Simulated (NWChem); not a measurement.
System: GaH$_{3}$; SMILES [GaH3]

The following NWChem deck was run.

```
start job
memory heap 200 mb stack 900 mb global 1100 mb
geometry units angstroms noautosym nocenter noautoz
  Ga     0.000000     0.000000     0.000000
  H      1.117639     1.117639     0.000000
  H      0.409084    -1.526724     0.000000
  H     -1.526724     0.409084     0.000000
end
basis spherical
  * library def2-tzvp
end
dft
  xc b3lyp
  iterations 150
end
property
  efieldgrad
end
task dft property
```

Excerpt of the output:

```
             Northwest Computational Chemistry Package (NWChem) 7.3.0
             --------------------------------------------------------

                             Geometry "geometry" -> ""
                             -------------------------

 Output coordinates in angstroms (scale by  1.889725989 to convert to a.u.)

  No.       Tag          Charge          X              Y              Z
 ---- ---------------- ---------- -------------- -------------- --------------
    1 Ga                  31.0000     0.00000000     0.00000000     0.00000000
    2 H                    1.0000     1.11763900     1.11763900     0.00000000
    3 H                    1.0000     0.40908400    -1.52672400     0.00000000
    4 H                    1.0000    -1.52672400     0.40908400     0.00000000

 Effective nuclear repulsion energy (a.u.)      31.7162213638

                              NWChem Property Module
                              ----------------------

  itol2e modified to match energy
  convergence criterion.

                                 NWChem DFT Module
                                 -----------------

 Summary of "ao basis" -> "ao basis" (spherical)
 ------------------------------------------------------------------------------
       Tag                 Description            Shells   Functions and Types
 ---------------- ------------------------------  ------  ---------------------
 Ga                        def2-tzvp                16       48   6s5p4d1f
 H                         def2-tzvp                 4        6   3s1p

  itol2e modified to match energy
  convergence criterion.

            General Information
            -------------------
          SCF calculation type: DFT
          Wavefunction type:  closed shell.
          No. of atoms     :     4
          No. of electrons :    34
           Alpha electrons :    17
            Beta electrons :    17
          Charge           :     0
          Spin multiplicity:     1
          Use of symmetry is: off; symmetry adaption is: off
          Maximum number of iterations: 150
          AO basis - number of functions:    66
                     number of shells:    28
          Convergence on energy requested:  1.00D-07
          Convergence on density requested:  1.00D-05
          Convergence on gradient requested:  5.00D-04

[...]

          -----------------------
          Electric field gradient
          -----------------------

 1 a.u. = 0.324123 10**(16) esu/cm**3  ( or statvolts/cm**2 ) = 0.97174 10**(22) v/m**2

 ------------------------------------------------------------
   Atom      X         Y         Z
 ------------------------------------------------------------
    1 Ga   0.00000   0.00000   0.00000
 ------------------------------------------------------------

 Electric field gradient in molecular frame (a.u.)
         XX             YY             ZZ             XY             XZ             YZ
 ------------------------------------------------------------------------------------------
        2.052158       2.052158      -4.104316       0.000000       0.000000       0.000000

 Principal components (a.u.) and orientation
 of principal axis w.r.t. absolute frame                      Asymmetry parameter eta
 --------------------------------------------------------------------------------------
       -4.104316       2.052158       2.052157                       0.000000

       -0.000000       0.702586       0.711599
       -0.000000       0.711599      -0.702586
        1.000000       0.000000       0.000000

 ------------------------------------------------------------
   Atom      X         Y         Z
 ------------------------------------------------------------
    2 H    2.11203   2.11203   0.00000
 ------------------------------------------------------------

 Electric field gradient in molecular frame (a.u.)
         XX             YY             ZZ             XY             XZ             YZ
 ------------------------------------------------------------------------------------------
       -0.025020      -0.025020       0.050041      -0.085790      -0.000000      -0.000000

 Principal components (a.u.) and orientation
 of principal axis w.r.t. absolute frame                      Asymmetry parameter eta
 --------------------------------------------------------------------------------------
       -0.110810       0.060770       0.050041                       0.096826

        0.707107       0.707107       0.000000
        0.707107      -0.707107      -0.000000
        0.000000      -0.000000       1.000000

 ------------------------------------------------------------
   Atom      X         Y         Z
 ------------------------------------------------------------
    3 H    0.77306  -2.88509   0.00000
 ------------------------------------------------------------

 Electric field gradient in molecular frame (a.u.)
         XX             YY             ZZ             XY             XZ             YZ
 ------------------------------------------------------------------------------------------
        0.049276      -0.099316       0.050040       0.042895      -0.000000       0.000000

 Principal components (a.u.) and orientation
 of principal axis w.r.t. absolute frame                      Asymmetry parameter eta
 --------------------------------------------------------------------------------------
       -0.110810       0.060770       0.050040                       0.096826

       -0.258819       0.965926       0.000000
        0.965926       0.258819       0.000000
       -0.000000      -0.000000       1.000000

 ------------------------------------------------------------
   Atom      X         Y         Z
 ------------------------------------------------------------
    4 H   -2.88509   0.77306   0.00000
 ------------------------------------------------------------

[...]
```

Level: B3LYP/def2-TZVP. The geometry was optimised at PBE-D3(BJ)/def2-SVP. NWChem prints the field gradient with the sign opposite to the second derivative of the potential.
